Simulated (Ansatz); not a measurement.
System: C$_{4}$H$_{8}$Cl$_{2}$, charge 0, multiplicity 1. SMILES: C[C@H](Cl)CCCl
Structure (B3LYP-D3(BJ)/def2-TZVP (Ansatz, a quantum-chemistry and plane-wave program) minimum search):
```xyz
14

C     -2.3265     0.7480     0.5144
C     -0.9958     0.2045     0.0361
C      0.1046     0.3336     1.0767
C      1.4816    -0.1025     0.6208
Cl     2.1038     0.9384    -0.7235
Cl    -1.1968    -1.5530    -0.4249
H     -2.2255     1.8138     0.7343
H     -3.0951     0.6250    -0.2470
H     -2.6534     0.2373     1.4212
H     -0.6912     0.6879    -0.8893
H     -0.1643    -0.2606     1.9556
H      0.1448     1.3798     1.3929
H      1.4753    -1.1200     0.2408
H      2.2061    -0.0175     1.4261
```

Atomisation energy built up term by term with Ansatz (kcal/mol; UHF references for open shells; valence terms freeze the core; atomic spin-orbit terms are left out). CBS(X,Y): correlation extrapolated as X^-3; Hartree-Fock from the larger set.

```tsv
term	basis	kcal/mol
Hartree-Fock	cc-pV(Q+d)Z	942.78
CCSD correlation	CBS(cc-pV(T+d)Z,cc-pV(Q+d)Z)	[?]
(T)	CBS(cc-pV(T+d)Z,cc-pV(Q+d)Z)	[?]
core correlation	cc-pwCVTZ	4.83
scalar relativity (X2C)	cc-pVTZ-DK against cc-pVTZ	-1.15
sum: De		[?]
```

### Question
Fill in the missing entries.

### Answer

- CCSD correlation, kcal/mol: 299.15
- (T), kcal/mol: 20.56
- sum: De, kcal/mol: 1266.2
